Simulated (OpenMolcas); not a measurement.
**4d⁴ along the 40-electron sequence**

```
Program             : OpenMolcas
Method              : MS-RASPT2, IPEA 0.25 Eh, imaginary shift 0.1 Eh
Basis               : ANO-RCC-VTZP
Scalar Hamiltonian  : DKH2, point nucleus
Spin-orbit coupling : state interaction with AMFI integrals over the reference wave functions, term energies averaged over their components
```

Active space for each ion: 10 electrons in 8 orbitals (RAS1 4p, at most 2 holes; RAS2 4d); closed shells correlated by CASPT2: 4s.

Computed levels in cm-1 above ⁵D₀:

| Level | Mo2+ | Tc3+ | Rh5+ | Pd6+ | Ag7+ |
| --- | --- | --- | --- | --- | --- |
| ⁵D₁ | 244 | 356 | 696 | 990 | 1272 |
| ⁵D₂ | 678 | 972 | 1810 | 2480 | 3110 |
| ⁵D₃ | 1248 | 1762 | 3160 | 4210 | 5180 |
| ⁵D₄ | 1917 | 2670 | 4640 | 6060 | 7350 |
| ³P₀(1) | 12530 | 15040 | 18880 | 20440 | 22140 |
| ³H₄ | 13780 | 16060 | 20200 | 22120 | 24360 |
| ³P₁(1) | 13800 | 16860 | 22130 | 24680 | 27260 |
| ³H₅ | 14350 | 16900 | 21840 | 24400 | 27230 |
| ³H₆ | 14860 | 17620 | 23090 | 25990 | 29130 |
| weight of ⁵D in the lowest level (%) | 98 | 98 | 96 | 94 | 92 |

Mixed levels, with the weight of the term that names them: Pd6+ ³H₄ (72 %), Ag7+ ³H₄ (70 %).

Measured, with the error of the calculation in %. Measured levels: Mo2+ from Sugar and Musgrove, J. Phys. Chem. Ref. Data 17, 155 (1988); Ag7+ from Atoms 5, 11 (2017), spectra Ag VII to Ag IX.

```
 Level           Mo2+          Ag7+
   ⁵D₁     242 (+0.7)   1340 (-5.0)
   ⁵D₂     668 (+1.4)   3212 (-3.1)
   ⁵D₃    1224 (+1.9)   5292 (-2.2)
   ⁵D₄    1872 (+2.4)   7443 (-1.3)
³P₀(1)  11149 (+12.4)  21309 (+3.9)
   ³H₄   12680 (+8.7)  23302 (+4.6)
³P₁(1)  12510 (+10.3)  26526 (+2.8)
   ³H₅   13276 (+8.1)  26250 (+3.7)
   ³H₆   13811 (+7.6)  28185 (+3.3)
```

The fine-structure level ⁵D₄ changes by a factor of 3.83 from Mo2+ to Ag7+. Its fourth root runs 6.62, 7.19, 8.25, 8.82, 9.26, with steps per unit of Z of 0.57, 0.53, 0.57, 0.44; equal steps would mean a (Z - σ)^4 law with constant σ.

³P₀(1) changes by a factor of 1.77 over the same range, with steps per unit of Z of +2510, +1920, +1560, +1700 cm-1.

CASPT2 breaks the degeneracy within a term, and the mean is taken; among the terms shown or strongly mixed into the levels shown the widest spread is 660 cm-1 (4d⁴ ³H, Tc3+). Active for correlation alone: 4p; no level in the range computed is led by a configuration that opens it, so any true level of that kind is missing. The CASPT2 spread within a term exceeds the gap to the next term for 4d⁴ ³H and 4d⁴ ³P(1), so the order of their levels is uncertain (holds for Mo2+). Computed and measured levels are paired by configuration, term and J; levels that our copy of the source lacks, or whose pairing is in doubt (as where it misses far off the trend of its configuration), stay unpaired and out of the deviations. Only configurations of the active space appear.

A number in round brackets counts repeated terms of one configuration in the order of the reference energies.
